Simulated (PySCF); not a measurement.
Species: C5H7FOS.
SMILES with atom numbers: `[O:1]=[S@@:2]1[CH:3]=[CH:4][CH2:5][CH2:6][C@H:7]1[F:8]`

NICS is the negative of the GIAO shielding at a point without a nucleus: at the ring centre (0) and 1 Å above and below it (1); zz is the component along the ring normal. Level: GIAO PBE0/pcSseg-1 (PySCF, non-relativistic, gas phase) on the GFN2-xTB geometry, one conformer.

Ring bond lengths (Å), with Mayer bond orders in brackets: S2–C3 1.816 (0.89), C3–C4 1.320 (1.88), C4–C5 1.493 (1.05), C5–C6 1.526 (1.04), C6–C7 1.513 (1.00), C7–S2 1.879 (0.84).

**Question.** Give the NICS values of each ring in ppm.

**Answer.** 
| ring | type | NICS(0) | NICS(1), two faces | NICS(1)zz, two faces | rms pucker (Å) | centre to ring atoms, mean (Å) |
| --- | --- | --- | --- | --- | --- | --- |
| S2–C3–C4–C5–C6–C7 | 6-membered ring with S; formal bonds 1 double, 5 single | 0.7 | -1.1 / -2.2 | 3.4 / 0.2 | 0.24 | 1.53 |

**Question.** What can be read from them?

**Answer.** 
- S2–C3–C4–C5–C6–C7: mean NICS(1)zz 1.8 ppm, near zero. C5, C6, C7 have four or more neighbours, and the NICS criterion for π rings isn't applied. The two faces differ by 3.2 ppm, so no symmetry operation interchanges them.

**Question.** At the second NICS(1) probe listed for ring S2–C3–C4–C5–C6–C7, 1 Å off the ring, what do the in-plane components average?

**Answer.** The isotropic value is a third of the trace: (3 × -2.2 − (0.2))/2 = -3.4 ppm.

**Question.** List the ring angles and the Hirshfeld charges of the ring atoms.

**Answer.** 
- S2–C3–C4–C5–C6–C7: S2 95.4° (+0.317 e), C3 126.2° (-0.088 e), C4 126.4° (-0.020 e), C5 113.5° (-0.068 e), C6 110.9° (-0.081 e), C7 108.6° (+0.051 e); sum 680.9° against 720° for a flat convex ring.

**Question.** How shielded are the nuclei of the rings and their hydrogens (means over atoms taken as equivalent)?

**Answer.** 
| atoms | environment | σ isotropic (ppm) | principal values of the symmetric part, first atom (ppm) |
| --- | --- | --- | --- |
| S2 | sulfinyl sulfur | 211.8 | -3.5, 121.8, 517.1 |
| C3 | alkene CH carbon | 47.6 | -59.8, 61.4, 141.2 |
| C4 | alkene CH carbon | 42.1 | -77.2, 37.5, 166.1 |
| C5 | allylic carbon | 161.3 | 145.7, 166.1, 172.0 |
| C6 | ring CH2 carbon | 166.0 | 155.6, 165.1, 177.4 |
| C7 | sp3 C–F carbon | 80.6 | 43.3, 64.2, 134.3 |
| H on C3 | vinylic hydrogen | 24.99 | 23.2, 25.1, 26.7 |
| H on C4 | vinylic hydrogen | 24.88 | 22.7, 24.8, 27.2 |
| H on C5 | methylene hydrogen | 29.03 | 25.2, 27.2, 34.7 |
| H on C5 | methylene hydrogen | 29.46 | 24.6, 27.6, 36.2 |
| H on C6 | methylene hydrogen | 29.62 | 24.6, 27.5, 36.7 |
| H on C6 | methylene hydrogen | 28.67 | 24.2, 27.9, 33.9 |
| H on C7 | methine hydrogen | 26.12 | 23.1, 26.0, 29.2 |

Time: 52 s (with the writing of density and orbital grids); peak memory 0.82 GiB. Hardware: an Intel Xeon at 2.70 GHz with one thread, on a shared host. This is the whole shielding run at PBE0/pcSseg-1, SCF included.
